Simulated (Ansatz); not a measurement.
`[OH][Ga]([Cl])[O][SiH3]` and `[OH][GaH][Cl]` differ in one atom or group.

Ansatz, PBE0-D4/def2-TZVP geometries, multiplicity 1. Each molecule was computed in one conformer, which needn't be the lowest.

Scalar relativity is left out up to krypton.

```json
{"property": "size of the dipole moment (PBE/def2-TZVPP) / D", "`[OH][Ga]([Cl])[O][SiH3]`": "1.47"}
{"property": "HOMO energy (PBE0/def2-TZVPP) / eV", "`[OH][Ga]([Cl])[O][SiH3]`": "-8.89"}
{"property": "HOMO–LUMO gap (B3LYP/def2-TZVPP) / eV", "`[OH][Ga]([Cl])[O][SiH3]`": "6.92"}
{"property": "HOMO energy (B3LYP/def2-TZVPP) / eV", "`[OH][Ga]([Cl])[O][SiH3]`": "-8.68"}
{"property": "size of the dipole moment (ωB97M-V/def2-TZVPP) / D", "`[OH][Ga]([Cl])[O][SiH3]`": "1.47"}
{"property": "size of the dipole moment (B3LYP/def2-TZVPP) / D", "`[OH][Ga]([Cl])[O][SiH3]`": "1.47"}
```

**Question.** Give the same properties after the change, and the shifts. (Estimate.)

**Answer.** Computed: 
```
                                          property  `[OH][GaH][Cl]`  shift
    size of the dipole moment (PBE/def2-TZVPP) / D             0.47  -1.00
                HOMO energy (PBE0/def2-TZVPP) / eV            -8.95  -0.06
             HOMO–LUMO gap (B3LYP/def2-TZVPP) / eV             7.25   0.33
               HOMO energy (B3LYP/def2-TZVPP) / eV            -8.67   0.01
size of the dipole moment (ωB97M-V/def2-TZVPP) / D             0.48  -0.99
  size of the dipole moment (B3LYP/def2-TZVPP) / D             0.46  -1.01
```

With PBE0 the HOMO falls by 0.06 eV and the LUMO rises by 0.27 eV, so the gap widens by about 0.33 eV. PBE moves the HOMO by -0.08 eV and ωB97M-V by -0.02 eV. Dipoles are sizes alone; their direction can turn.

B3LYP here is the variant with VWN-RPA as its local correlation; programs differ in this.
